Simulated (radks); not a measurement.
Results of a calculation; reference values are marked as such.
Q: These are the eigenvalues of the occupied orbitals of an atom or ion with whole-number occupations (hartree). Code: a radial shooting solver on a logarithmic mesh with Libxc functionals. Model: Dirac Kohn-Sham, PBEsol, spin-unpolarised, spherical densities, finite nucleus; Fermi nuclear charge, rms radius of each element as measured or else 0.836 A^(1/3) + 0.57 fm.

| orbital | eigenvalue |
|---|---|
| 1s1/2 | -24.29604 |
| 2s1/2 | -1.09205 |
| 2p1/2 | -0.40755 |
| 2p3/2 | -0.40521 |

Which element is it, and in what charge state? The configuration may be excited. Open shells, if any, fill j = l - 1/2 first.

A: Z = 9, fluorine, charge 0: F in [He] 2s2 2p5. The list shows which subshells hold electrons but not how many an open one holds; the 1s level, -24.296 hartree, gives Z - s = 7.0 by -(Z - s)^2/2, which with screening and relativity narrows Z to a few neighbours, and the depths of the outer levels then fix element, charge and occupations together.
